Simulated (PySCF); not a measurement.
Si(H)(F)2(NHSiH3) (F2H5NSi2), SMILES F[SiH](F)N[SiH3]. Heavy atoms are numbered as in [SiH:1]([F:2])([F:3])[NH:4][SiH3:5]. Hydrogens are named by the atom that carries them.

Coordinates come from a PBE0-D3(BJ)/def2-SVP optimisation. The values are those of a single conformer.

Method: PBE/pcSseg-1 run with PySCF.

GIAO shieldings, no solvent; atoms alike by connectivity are averaged. δ = σ(ref) − σ: ²⁹Si against TMS (σ = 335.4 ppm); ¹⁹F against CFCl3 (σ = 133.6 ppm); ¹⁵N against NH3 (σ = 267.0 ppm); ¹H against TMS (σ = 31.49 ppm), references at their B3LYP-D3(BJ)/def2-TZVP geometries, non-relativistic.

```csv
nucleus,atoms,count,δ (ppm)
²⁹Si,Si1 (SiH),1,-36.3
²⁹Si,Si5 (SiH3),1,-58.5
¹⁹F,F2,2,-162.7
¹⁵N,N4 (NH),1,38.3
¹H,H on Si5,3,5.10
¹H,H on Si1,1,4.94
¹H,H on N4,1,0.90
```
